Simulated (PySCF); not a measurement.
SMILES CCc1ccccc1 (C8H10) (GFN2-xTB optimised geometry):

```
18

C     -1.706    -2.360     1.500
C     -1.479    -1.930     0.049
C     -0.714    -0.638     0.000
C     -1.381     0.580     0.003
C     -0.677     1.771     0.003
C      0.707     1.759     0.002
C      1.382     0.551     0.000
C      0.675    -0.638     0.000
H     -0.754    -2.503     2.005
H     -2.266    -1.598     2.036
H     -2.264    -3.293     1.539
H     -0.923    -2.711    -0.474
H     -2.445    -1.809    -0.446
H     -2.462     0.594     0.002
H     -1.210     2.711     0.003
H      1.258     2.689     0.002
H      2.462     0.535    -0.002
H      1.206    -1.580    -0.003
```

Method: CAM-B3LYP/def2-SVP (PySCF).

Q: What are the frontier orbital energies and the dipole moment?

A: HOMO-2 -10.68 eV, HOMO-1 -8.38 eV, HOMO -8.09 eV, LUMO 1.20 eV, LUMO+1 1.25 eV; dipole moment 0.35 D.

Meta-Löwdin charges at CAM-B3LYP/def2-SVP: C1 -0.28, C2 -0.16, C3 0.03, C4 -0.12, C5 -0.10, C6 -0.11, C7 -0.10, C8 -0.12, H9 0.09, H10 0.09, H11 0.09, H12 0.09, H13 0.09, H14 0.10, H15 0.10, H16 0.10, H17 0.10, H18 0.10.
